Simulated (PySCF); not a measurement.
# Relaxation of quintet MnH3

All numbers come from PySCF, UPBE0, basis Mn def2-TZVP, H def2-TZVP (no relativity, density fitting). A (50,194) grid was used.

A start displaced from a saddle point along its imaginary mode, of Cs symmetry, held to at least that symmetry:

Coordinates in bohr (charge 0 multiplicity 5):
```
Mn   -0.0037    0.0000   -0.0491
H     0.2268    0.0000    2.9325
H     3.1256    0.0000   -0.0194
H    -3.1527    0.0000   -0.2355
```

Problem. What does it relax to?

Solution. It ends at C2v with H–H 0.955 Å, Mn–H 1.663 Å, Mn–H 1.684 Å (×2); H–H–Mn 73.5° (×2), H–Mn–H 33.0°, H–Mn–H 163.5° (×2) (after a last refinement on a finer grid). A frequency run shows a minimum. Other isomers or separated fragments may lie lower.

Problem. How much energy is released, and in how many steps?

Solution. 30.2 kJ/mol in 45 steps.

The determinant is spin-contaminated (⟨S²⟩ = 6.21, pure value 6.00). Open d and f shells are described by one determinant, and the ground state may have another occupation or spin.
